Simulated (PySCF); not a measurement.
**How methods differ on the ionisation energy of Ru(39+)**

Ru(39+) [He] 2s2 2p1 [2p1/2^1, M_J = 1/2] → Ru(40+) [He] 2s2, as a difference of total energies. Computed with PySCF 2.14 in an uncontracted even-tempered set (17 s from 18 bohr⁻², ratio 2.4; 12 p from 24 bohr⁻², ratio 2.4; 5 d from 78 bohr⁻², ratio 2.6; 4 f from 120 bohr⁻², ratio 2.6), with the two-component X2C-1e Hamiltonian. Correlated levels: nothing frozen; the 32 highest virtual spinors dropped. "Screened" scales the spin-orbit matrix elements by Boettger's factors to mimic the two-electron term; Breit and QED terms are absent.

| method | ionisation energy (eV) |
| --- | --- |
| GHF (spin-free) | 5768.8 |
| GMP2 (spin-free) | 5768.0 |
| GHF (screened spin-orbit) | 5871.5 |
| GMP2 (screened spin-orbit) | 5870.1 |

For this ion Breit and QED terms and the two-electron picture change, all absent here, outweigh the correlation shift from GHF to GMP2.

The spin-free rows lack the spin-orbit shift.

For comparison: 5861 ± 4 eV (semi-empirical (NIST evaluation); NIST Atomic Spectra Database, ionization energies).
